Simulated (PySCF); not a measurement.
C3H8NOSi2 (doublet state).
Structure used (GFN2-xTB), in Å, numbered top down from 1:
```
atom  x, y, z in Å
O1     2.522    1.406    1.147
C2     2.569    0.205    1.012
N3     1.723   -0.445    0.204
Si4    0.545    0.591   -0.635
C5    -0.900    1.069    0.559
Si6   -2.054   -0.240   -0.241
C7    -0.674   -0.641   -1.510
H8     3.305   -0.428    1.541
H9     1.820   -1.443    0.091
H10   -0.674    0.920    1.612
H11   -1.249    2.092    0.458
H12   -2.388   -1.361    0.642
H13   -3.271    0.319   -0.828
H14   -0.929   -0.358   -2.527
H15   -0.349   -1.678   -1.549
```

The hyperfine couplings belong to this conformer and change with its torsions.

Identity: `O=CN[Si]1C[SiH2]C1` [radical].

Level of theory: PySCF, UKS B3LYP, pcH-1 on C H N O Si, non-relativistic, mean-field spin-orbit, GIAO. Geometry: GFN2-xTB, one conformer, isolated molecule. A GFN2-xTB geometry isn't a minimum of the functional, and hyperfine couplings can be far from their values at a DFT geometry, by a factor of two or more for some ions and for spin on atoms past the first row. Stability of the SCF solution: not tested.

Problem. Give the principal g shifts and their parts.

Solution. 
```json
{"Δg (ppm)": "relativistic mass correction", "1": "-162", "2": "-162", "3": "-162"}
{"Δg (ppm)": "gauge correction", "1": "86", "2": "69", "3": "39"}
{"Δg (ppm)": "orbital Zeeman/spin–orbit", "1": "-640", "2": "-24", "3": "776"}
{"Δg (ppm)": "total", "1": "-717", "2": "-118", "3": "652"}
```

So g = 2.00160, 2.00220, 2.00297 and g_iso = 2.00226; the tensor is rhombic: the two nearest values differ by 44 % of g3 − g1. 

Problem. What effective moment and Curie constant follow for a powder?

Solution. With the mean of g² = 4.0090 and S(S+1) = 0.75: μ_eff = √(⟨g²⟩S(S+1)) = 1.734 μB and χT = 0.12505·⟨g²⟩·S(S+1) = 0.376 cm³ K/mol (cgs; spin-Hamiltonian part alone).

Problem. What are the electron Larmor frequencies g μB B/h along the three axes at 1200 mT?

Solution. 33.6179, 33.6280, 33.6409 GHz for g1, g2 and g3, a range of 23.0 MHz.

Problem. Average each term over the three axes. Which is largest in size?

Solution. The mass correction -162, the gauge correction 64 and the orbital-Zeeman/spin–orbit term 37 ppm, for a total of -61 ppm. The mass correction is the largest in size. The mass correction is the same along every axis, so the anisotropy comes from the other two: their spans along these axes are 47 (gauge) and 1416 ppm (orbital Zeeman/spin–orbit).

Problem. In a frozen sample, at which fields do the three g values resonate at 9.5, 34, 94 and 263 GHz (hyperfine left aside), and which band first spreads them over more than twice a line width of 0.3 mT?

Solution. 
```csv
band,GHz,B(g3) mT,B(g2) mT,B(g1) mT,spread mT
X,9.5,338.87,339.00,339.11,0.23
Q,34.0,1212.81,1213.28,1213.64,0.83
W,94.0,3353.06,3354.35,3355.35,2.29
J,263.0,9381.44,9385.05,9387.85,6.42
```

The spread grows in proportion to the frequency. Q band is the first where it exceeds 0.6 mT.

Largest spin populations (Mulliken): Si4 (+0.77), C5 (+0.08) and C7 (+0.06). No atom but Si4 exceeds +0.15. The angles at Si4 add up to 303.4°, so it is pyramidal.

The HOMO–LUMO gaps are 5.32 eV among the α and 4.60 eV among the β orbitals.

On one thread, Arm Neoverse V2 (aarch64), shared host with 96 logical CPUs at a one-minute load of 56, this took 94 s wall (grids of density and orbitals included) and 1.1 GiB of memory at its peak.
